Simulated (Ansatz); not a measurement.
Species: CH$_{7}$AlN$_{2}$O, net charge 0, singlet state. 
Structure (B3LYP-D3(BJ)/def2-TZVP (Ansatz, a quantum-chemistry and plane-wave program) minimum search):
SMILES: C[O][Al]([NH2])[NH2]
```xyz
12

C      2.3652     0.0674    -0.1517
O      1.1197    -0.5434     0.0487
Al    -0.4942    -0.0398     0.0373
N     -1.7279    -1.2647     0.3492
N     -0.9192     1.6508    -0.2767
H      2.9651     0.0172     0.7628
H      2.9152    -0.4494    -0.9446
H      2.2785     1.1231    -0.4384
H     -2.7210    -1.1044     0.3786
H     -1.5218    -2.2344     0.5263
H     -0.2544     2.3874    -0.4484
H     -1.8563     2.0184    -0.3081
```

Wanted: vertical ionisation energy (to the doublet state of charge +1; each state is the SCF solution reached for its spin), in eV. Valence correlation only, unless marked. UHF or UKS for open shells. Spin-orbit coupling is left out. No relativistic terms. CBS(X,Y): correlation extrapolated as X^-3; Hartree-Fock from the larger set. [CCSD(T)-MP2]/basis is that difference in the basis named.

```
level                                                                      program  vertical ionisation energy (eV)
-------------------------------------------------------------------------  -------  -------------------------------
PBE/def2-TZVPD                                                              Ansatz                             8.56
r2SCAN/def2-TZVPD                                                           Ansatz                              ___
BHLYP/def2-TZVPD                                                            Ansatz                              ___
wB97M-V/def2-TZVPD                                                          Ansatz                             9.42
B2PLYP/def2-TZVPD                                                           Ansatz                              ___
SCS-MP2/aug-cc-pV(D+d)Z                                                     Ansatz                             9.57
SCS-MP2/aug-cc-pV(T+d)Z                                                     Ansatz                             9.72
RI-MP2/CBS(aug-cc-pV(T+d)Z,aug-cc-pV(Q+d)Z)+[CCSD(T)-MP2]/aug-cc-pV(T+d)Z   Ansatz                             9.66
```

Q: Fill in the missing entries.

A: 
- r2SCAN/def2-TZVPD, vertical ionisation energy (eV): 8.71
- BHLYP/def2-TZVPD, vertical ionisation energy (eV): 9.20
- B2PLYP/def2-TZVPD, vertical ionisation energy (eV): 9.22
